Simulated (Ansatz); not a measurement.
Molecule: C2H10NSi2 (charge -1, singlet). It need not be the lowest isomer of its formula. Whether it binds its extra electron was not tested at this geometry. 
Geometry from a B3LYP-D3(BJ)/def2-TZVP (Ansatz, a first-principles code) optimisation:
```
Si
N 1 1.8324
H 2 1.0161 1 119.17
Si 2 1.6916 3 116.94 1 -179.85
H 4 1.4953 2 115.78 3 -118.94
H 4 1.4955 5 104.32 2 128.51
H 4 1.5028 5 105.34 6 110.64
C 1 1.9537 2 98.49 3 48.93
H 8 1.0949 1 110.97 2 71.70
H 8 1.0969 9 107.42 1 -121.67
H 8 1.1016 9 107.76 10 -115.65
C 1 1.9537 2 98.51 3 -48.93
H 12 1.0949 1 110.98 2 -71.72
H 12 1.0969 13 107.41 1 121.65
H 12 1.1016 13 107.76 14 115.65
```
Charge -1, spin multiplicity 1.

Basis-set convergence of Hartree-Fock and CCSD(T) correlation energies (hartree) with Ansatz. Valence correlation only, unless marked. Spin-orbit coupling is left out. No relativistic terms. This anion needs diffuse functions, which these sets lack.

| basis | functions | E(HF) | E(corr, CCSD(T)) |
|---|---|---|---|
| cc-pV(D+d)Z | 138 | -713.90461 | -0.77627 |
| cc-pV(T+d)Z | 308 | -713.98147 | -0.94127 |
| cc-pV(Q+d)Z | 593 | (withheld) | (withheld) |

### Question
Fill in the missing entries.

### Answer

- cc-pV(Q+d)Z, E(HF): -713.99999
- cc-pV(Q+d)Z, E(corr, CCSD(T)): -0.99142
